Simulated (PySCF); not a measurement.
NMR data simulated for an unnamed compound:

$^{1}$H NMR (300 MHz, computed): δ 4.06 (s, 3H).

$^{13}$C{$^{1}$H} NMR (computed): δ 157.9 (C), 128.1 (C), 112.3 (C), 89.9 (C), 77.5 (C), 54.8 (CH3).

- coordinates at the GFN2-xTB level
- shieldings: GIAO PBE0/pcSseg-1
- run in PySCF
- gas phase, non-relativistic Hamiltonian, single conformer, one averaged value for each set of equivalent atoms

δ = σ(ref) − σ, references computed at the same level: $^{1}$H (31.72 ppm) and $^{13}$C (186.93 ppm) against TMS.

Task: Which of these does the molecule contain: an ester, a benzene ring, a methoxy group, a C≡C triple bond, an amide, a (CH3)2CH unit?

Result: 
- An ester: yes (δC 157.9).
- A benzene ring: no.
- A methoxy group: yes (δC 54.8; δH 4.06 (s)).
- A C≡C triple bond: yes (δC 89.9, 77.5).
- An amide: no.
- A (CH3)2CH unit: no.

The data belong to SMILES FC(C#CC(OC)=O)(F)C(F)(F)F, C6H3F5O2; they needn't prove each group on their own.

Carbon signals by region: 3 in the sp2 and nitrile region (100–160 ppm), 3 at 50–100 ppm.

Splittings by $^{19}$F in the carbon and heteronuclear signals aren't shown, as no couplings were computed. Shifts are as computed. Against solution values, carbons near 30 ppm lie about +3 ppm off and those near 130 ppm about +5 ppm. Of 1211 compounds with measured shifts, 218 miss one by over three times the rms of a fit or turn the order of signals round; such compounds aren't used in these exercises.
